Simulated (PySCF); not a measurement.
Vertical excitation energies

Species: C5H4FPS.
Numbering: `[CH2:1]=[CH:2][c:3]1[p:4][c:5]([F:6])[cH:7][s:8]1` (hydrogens: H9, H10 on C1; H11 on C2; H12 on C7)

Method used: PySCF 2.14.0, density-fitted response routines, TDDFT B3LYP/def2-SVPD, vertical, gas phase, core orbitals frozen in the response. One conformer (not necessarily the lowest) at the GFN2-xTB geometry, without solvent, vibrations or thermal averaging. Torsions of this conformer, `[CH2:1]=[CH:2][c:3]1[p:4][c:5]([F:6])[cH:7][s:8]1`: C1–C2–C3–P4 180°.

Question: List the vertical singlet excitations with oscillator strengths and describe the spectrum.

Answer: 

```json
{"state": "S1", "E (eV)": "3.88", "λ (nm)": "319.7", "f": "0.186", "|μ| (D)": "3.55", "symmetry": "A′", "main configurations (H = HOMO, L = LUMO)": "H→L (82%), H-1→L (16%)"}
{"state": "S2", "E (eV)": "4.34", "λ (nm)": "285.7", "f": "0.147", "|μ| (D)": "2.99", "symmetry": "A′", "main configurations (H = HOMO, L = LUMO)": "H-1→L (75%), H→L (15%)"}
{"state": "S3", "E (eV)": "4.88", "λ (nm)": "254.0", "f": "0.0046", "|μ| (D)": "0.50", "symmetry": "A″", "main configurations (H = HOMO, L = LUMO)": "H-2→L (99%)"}
{"state": "S4", "E (eV)": "5.15", "λ (nm)": "240.7", "f": "0.0000", "|μ| (D)": "0.03", "symmetry": "–", "main configurations (H = HOMO, L = LUMO)": "H→L+1 (98%)"}
{"state": "S5", "E (eV)": "5.63", "λ (nm)": "220.3", "f": "0.0002", "|μ| (D)": "0.09", "symmetry": "–", "main configurations (H = HOMO, L = LUMO)": "H-1→L+1 (97%)"}
{"state": "S6", "E (eV)": "5.72", "λ (nm)": "216.8", "f": "0.054", "|μ| (D)": "1.57", "symmetry": "A′", "main configurations (H = HOMO, L = LUMO)": "H→L+2 (48%), H-3→L (37%)"}
{"state": "S7", "E (eV)": "5.77", "λ (nm)": "215.0", "f": "0.047", "|μ| (D)": "1.46", "symmetry": "A′", "main configurations (H = HOMO, L = LUMO)": "H-3→L (43%), H→L+2 (38%), H→L+4 (13%)"}
{"state": "S8", "E (eV)": "5.94", "λ (nm)": "208.8", "f": "0.0010", "|μ| (D)": "0.21", "symmetry": "–", "main configurations (H = HOMO, L = LUMO)": "H→L+3 (96%)"}
```

Triplets (Tamm–Dancoff): T1 2.35 eV, H→L (96%); T2 3.26 eV, H-1→L (96%); T3 4.27 eV, H-2→L (96%).

The lowest singlet lies at 3.88 eV (320 nm, ultraviolet) and is strong; its leading configuration is HOMO→LUMO (82%). The lowest level is also the most intense of those listed (f = 0.186). Löwdin shares by element: HOMO carbon 54% or more, phosphorus 14% (atoms not listed hold the other 31%); LUMO carbon 32% or more, phosphorus 25%, sulfur 14% (atoms not listed hold the other 29%). Orbital energies (eV): HOMO-3 -8.86, HOMO-2 -8.23, HOMO-1 -7.12, HOMO -6.49, LUMO -2.39, LUMO+1 -0.30, LUMO+2 -0.24. The oscillator strengths of these states sum to 0.439; summed over the whole spectrum of an exact calculation they would give the number of electrons, 74 (Thomas–Reiche–Kuhn). The listed states span 2.06 eV, and the widest gap between neighbours is 0.54 eV (S2 to S3). Symmetry labels in Cs follow from the direction of the transition dipole and are given only for states with f of 0.002 or more. Singlets were solved by full linear response, triplets in the Tamm–Dancoff approximation.

Hardware: one thread, Arm Neoverse V1, no GPU, on a shared host. Cost: 35 s of wall time.
